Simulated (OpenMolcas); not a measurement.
# neutral oxygen: thermal populations, the spin-orbit constant, worked from levels

* Program: OpenMolcas
* Basis: ANO-R3 [4s4p2d1f]
* Scalar Hamiltonian: X2C, finite nucleus
* Active space: 4 electrons in 3 orbitals (2p)
* State averaging: 2S+1 = 3 even, 3 roots; 2S+1 = 1 even, 6 roots
* Spin-orbit coupling: state interaction with AMFI integrals over the reference wave functions, term energies averaged over their components

Methods: CASSCF; SS-CASPT2, IPEA 0.25 Eh, imaginary shift 0.1 Eh (closed shells correlated: 1s 2s). Measured levels: NIST Handbook of Basic Atomic Spectroscopic Data.

**Thermal populations.** Z = Σ (2J + 1) exp(-E/kT) with k = 0.695035 cm-1/K, over the levels below. No other level of either list lies under 73700 cm-1, which is above 7 kT at each temperature.

```json
{"Level": "2s² 2p⁴ ³P₂", "2J + 1": "5", "SS-CASPT2": "0.0", "measured": "0.0"}
{"Level": "2s² 2p⁴ ³P₁", "2J + 1": "3", "SS-CASPT2": "148", "measured": "158"}
{"Level": "2s² 2p⁴ ³P₀", "2J + 1": "1", "SS-CASPT2": "221", "measured": "227"}
{"Level": "2s² 2p⁴ ¹D₂", "2J + 1": "5", "SS-CASPT2": "15700", "measured": "15868"}
{"Level": "2s² 2p⁴ ¹S₀", "2J + 1": "1", "SS-CASPT2": "35420", "measured": "33793"}
```

```csv
T (K),"Z, SS-CASPT2","Z, measured levels","Ground level (%), SS-CASPT2","Ground level (%), measured levels"
5000,8.868,8.855,56.4,56.5
8000,9.181,9.166,54.5,54.5
12000,9.697,9.680,51.6,51.7
```

At 12000 K, kT = 8340 cm-1, and the computed levels give Z = 5.000 + 2.947 + 0.974 + 0.761 + 0.014 = 9.697.

**The spin-orbit constant.** For the Hund term ³P of p4, E(J) = (A/2) J(J+1) + constant and ζ = -2S·A = -2A. From J = 0 to J = 2 the energy changes by 3 A.

```
   Source  E(2) - E(0)      A    ζ
   CASSCF       -221.0  -73.7  147
SS-CASPT2       -220.8  -73.6  147
 measured       -227.0  -75.7  151
```

All in cm-1. SS-CASPT2 is off by -2.7 % and CASSCF by -2.6 %. Both methods take the spin-orbit matrix elements from the reference wave functions, so the second can move ζ only through the term energies and any multistate remixing. Second-order mixing with other terms is absorbed into this ζ.

Term energies are means over components that CASPT2 splits; among the terms shown or strongly mixed into the levels shown the widest spread is 110 cm-1 (2s² 2p⁴ ¹D, SS-CASPT2). With the s shell closed, the reference lacks s² → p² mixing. Without dynamic correlation excited terms often stand tens of per cent too high (terms of higher spin than the ground term too low), and those without a measured partner can miss by more than the paired ones (holds for CASSCF). Measured partners are found by configuration, term and J. A level has none where our copy of the source lacks it or the pairing is in doubt (some pairs that miss far off the trend of their configuration count as doubtful), and it then counts in no deviation. Levels of configurations outside the active space are missing.
